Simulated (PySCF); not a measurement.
# Magnetisability: `OC(=O)[C@@]1(F)CCOC1`, C$_{5}$H$_{7}$FO$_{3}$

Molfile (atoms numbered from 1):
```
C5H7FO3
     RDKit          3D

 16 16  0  0  0  0  0  0  0  0999 V2000
    2.0412   -1.1542    0.5720 O   0  0  0  0  0  0  0  0  0  0  0  0
    1.7305   -0.2149   -0.1066 C   0  0  0  0  0  0  0  0  0  0  0  0
    2.5938    0.6749   -0.5805 O   0  0  0  0  0  0  0  0  0  0  0  0
    0.2935    0.1318   -0.4873 C   0  0  1  0  0  0  0  0  0  0  0  0
    0.2930    0.6345   -1.7751 F   0  0  0  0  0  0  0  0  0  0  0  0
   -0.6715   -1.0488   -0.3539 C   0  0  0  0  0  0  0  0  0  0  0  0
   -1.8538   -0.4367    0.4068 C   0  0  0  0  0  0  0  0  0  0  0  0
   -1.2802    0.5534    1.2354 O   0  0  0  0  0  0  0  0  0  0  0  0
   -0.2960    1.1981    0.4775 C   0  0  0  0  0  0  0  0  0  0  0  0
    3.5033    0.4424   -0.3312 H   0  0  0  0  0  0  0  0  0  0  0  0
   -0.9478   -1.4395   -1.3301 H   0  0  0  0  0  0  0  0  0  0  0  0
   -0.1909   -1.8305    0.2344 H   0  0  0  0  0  0  0  0  0  0  0  0
   -2.5655    0.0214   -0.2950 H   0  0  0  0  0  0  0  0  0  0  0  0
   -2.3760   -1.1446    1.0486 H   0  0  0  0  0  0  0  0  0  0  0  0
    0.4411    1.6217    1.1611 H   0  0  0  0  0  0  0  0  0  0  0  0
   -0.7223    2.0000   -0.1429 H   0  0  0  0  0  0  0  0  0  0  0  0
  1  2  2  0
  2  3  1  0
  2  4  1  0
  4  5  1  6
  4  6  1  0
  6  7  1  0
  7  8  1  0
  8  9  1  0
  9  4  1  0
  3 10  1  0
  6 11  1  0
  6 12  1  0
  7 13  1  0
  7 14  1  0
  9 15  1  0
  9 16  1  0
M  END
```

The calculation used GIAO PBE/pcSseg-1 magnetisability, rotational g tensor and spin-rotation constants, non-relativistic, gas phase (PySCF 2.14.0). Geometry: GFN2-xTB.

Task: What are the magnetisability and the molar susceptibility?

Result: Isotropic -1164 × 10⁻³⁰ J/T², or -70.1 × 10⁻⁶ cm³/mol; principal values -1276, -1128, -1087 × 10⁻³⁰ J/T², anisotropy 172 × 10⁻³⁰ J/T² (root of half the summed squared differences of the principal values). The susceptibility is in cgs units.

Task: Split it along the inertial axes a, b, c into diamagnetic and paramagnetic parts about the centre of mass, with the quadrupole moment.

Result: 
```csv
axis,χ (10⁻⁶ cm³/mol),diamagnetic (10⁻⁶ cm³/mol),paramagnetic (10⁻⁶ cm³/mol),summed x² of all electrons (Å²),quadrupole Θ (D Å)
a,-67.3,-518.3,451.0,177.8,+8.92
b,-69.5,-983.8,914.4,68.1,-10.72
c,-73.4,-1043.1,969.6,54.1,+1.79
```
Anisotropies 2χaa − χbb − χcc = +8.3 and 2χbb − χaa − χcc = +1.8 × 10⁻⁶ cm³/mol. Θ is traceless in Buckingham's convention.

Task: And the rotational g tensor?

Result: 
| axis | rotational constant (GHz) | g | nuclear part | electronic part |
| --- | --- | --- | --- | --- |
| a | 2.7593 | -0.0377 | 0.5469 | -0.5847 |
| b | 1.3200 | -0.0095 | 0.5575 | -0.5670 |
| c | 1.2114 | -0.0107 | 0.5411 | -0.5518 |

Asymmetric top; isotopes 12C, 19F, 1H, 16O; no vibrational averaging.
